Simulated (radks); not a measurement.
Mg II, 11 electrons, occupied as [Ne] 3s1. Calculated with a radial shooting solver on a logarithmic mesh with Libxc functionals: non-relativistic Kohn-Sham, exchange-only PBE, spin-polarised, spherical densities, point nucleus; open shells are filled with parallel spins first.

Unscreened Slater integrals over Kohn-Sham orbitals (cm^-1). They are taken over the spin-up orbitals.

\begin{tabular}{lr}
integral & value \\ \hline
F0(3s,3s) & 70814 \\
F0(3s,2p) & 94099 \\
G1(3s,2p) & 5977.4 \\
F0(3s,2s) & 93922 \\
G0(3s,2s) & 4626.0 \\
F0(3s,1s) & 101030 \\
G0(3s,1s) & 1975.8 \\
F0(2p,2p) & 294420 \\
F2(2p,2p) & 132740 \\
F0(2p,2s) & 288280 \\
G1(2p,2s) & 172950 \\
F0(2p,1s) & 422050 \\
G1(2p,1s) & 52060 \\
F0(2s,2s) & 285240 \\
F0(2s,1s) & 405460 \\
G0(2s,1s) & 30962 \\
F0(1s,1s) & 1578100 \\
\end{tabular}
